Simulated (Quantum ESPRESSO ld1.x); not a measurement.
Results of a calculation; reference values are marked as such.
These are the eigenvalues of the occupied orbitals of an atom or ion with whole-number occupations (eV). Code: ld1.x of Quantum ESPRESSO 7.5. Model: scalar-relativistic Kohn-Sham, LDA (Slater exchange, Perdew-Wang correlation), spin-polarised, spherical densities, point nucleus.

orbital  eigenvalue
1s up      -31593.4
1s down    -31593.3
2s up      -4845.74
2s down    -4845.71
2p up      -4352.48
2p down    -4352.44
3s up      -963.754
3s down    -963.704
3p up      -803.402
3p down    -803.347
3d up      -560.232
3d down    -560.181
4s up      -163.966
4s down    -163.856
4p up      -114.175
4p down    -114.050
4d up      -41.7256
4d down    -41.5076
5s up      -15.7865
5s down    -14.7337
5p up       -6.5388
5p down     -5.5032

Which element is it, and in what charge state? The configuration may be excited. Open shells, if any, are filled with parallel spins first.

Answer. Z = 52, tellurium, charge 0: Te in [Kr] 4d10 5s2 5p4. The list shows which subshells hold electrons but not how many an open one holds; the 1s level, -1161 hartree, gives Z - s = 48.2 by -(Z - s)^2/2, which with screening and relativity narrows Z to a few neighbours, and the depths of the outer levels then fix element, charge and occupations together.
